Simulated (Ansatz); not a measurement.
Single points on Nb₃Te₅.

```yaml
crystal:
  periodic: [false, false, false]
  atoms:
    - {symbol: Nb, position_ang: [-0.399924, -2.365190, -0.440165]}
    - {symbol: Nb, position_ang: [1.589770, -0.710709, 0.006780]}
    - {symbol: Nb, position_ang: [-0.705092, 0.409226, -0.230550]}
    - {symbol: Te, position_ang: [-2.323956, -1.107530, -1.863495]}
    - {symbol: Te, position_ang: [-0.260929, -1.310372, 2.029644]}
    - {symbol: Te, position_ang: [1.150174, 0.707879, -2.266112]}
    - {symbol: Te, position_ang: [-0.866177, 2.597447, 1.422423]}
    - {symbol: Te, position_ang: [1.816134, 1.779239, 1.341474]}
basis:
  gaussian: {orbitals: def2-SVP, initial_orbitals: start.molden}
magnetization: {spin_polarized: true, initial_magnetization: 3}
hamiltonian: {xc: pbe, dispersion: d4}
scf: {omitted_lower_state_checks: [starts]}
output: {orbitals: {seedname: orbitals}}
```

The file start.molden holds the orbitals of an earlier run on this structure, at another level or in another basis.

```sh
$ ansatz run in.yaml --threads 4 --pin off --events-out ev --progress --plain --max-ram 6963MiB
```

Output, abridged:

```
Functional definition: PBE
2431 factors; their error is unknown
mean field evaluation 1: about -41125.7013 eV, gradient 5.7e0 eV
mean field evaluation 2: about -41125.9962 eV, gradient 4.5e-1 eV
mean field evaluation 4: about -41125.9831 eV, gradient 1.2e-1 eV
mean field evaluation 8: about -41125.9833 eV, gradient 2.6e-5 eV
mean field -41125.98330169 eV, -1511.3520101443 hartree, gradient 2.6e-5 eV, S^2 3.789148; 0 other end points of the search recorded, 0 dependent functions left out
reference -41125.98335233 eV, -1511.3520120054 hartree; 81, 78 occupied and 142, 145 virtual orbitals, 2431 factors
Total energy: -41126.84765151 eV, -1511.3837744143 hartree
Checks for a lower state left out: starts
```

It took 23 s on 4 threads of Intel Xeon on a shared host, peak host memory 0.63 GiB.

First input, but with `correlation: {method: mp2}` and without the key `hamiltonian` (abridged; 72 s):

```
Functional definition: HF
mean field -40932.71295550 eV, -1504.2494559253 hartree, gradient 7.0e-6 eV, S^2 5.891763
20 core orbitals not correlated: weight in the atoms' cores, before any rotation towards them, 1.000 or more for the frozen orbitals, at most 0.000 for the correlated occupied ones
second order -41.67971803 eV of doubles, -0.00000000 eV of singles
Total energy: -40974.39267353 eV, -1505.7811573115 hartree
Checks for a lower state left out: starts
```

First input, but with `hamiltonian: {xc: pbe0, dispersion: d4}` (abridged; 70 s):

```
Functional definition: PBE0
mean field -41124.46449296 eV, -1511.2961949532 hartree, gradient 1.5e-5 eV, S^2 3.871314
Total energy: -41125.23507433 eV, -1511.3245132961 hartree
Checks for a lower state left out: starts
```

As the first input, with `hamiltonian: {xc: r2scan, dispersion: d4}` (abridged; 73 s):

```
Functional definition: r2SCAN
mean field -41141.37526573 eV, -1511.9176543900 hartree, gradient 2.1e-5 eV, S^2 3.836162
Total energy: -41141.54846041 eV, -1511.9240191771 hartree
Checks for a lower state left out: starts
```

Geometry: PBE-D4/def2-SVP.

In the def2 sets Nb, Te take a core potential; there is no spin–orbit coupling. Correlated methods freeze 20 core orbitals; core or outer-core shells of Nb, Te are correlated, in sets that lack core-valence functions. At MP2/def2-SVP, PBE0-D4/def2-SVP the charge 0 quartet is spin-contaminated (final ⟨S²⟩ up to 5.89, 3.75 for a pure state). The order of the spin states hangs on the level: the doublet lies 0.14 eV below the quartet at PBE0-D4/def2-SVP, but 0.03 eV above it at MP2/def2-SVP. The structure comes from a short search, and lower isomers may exist.
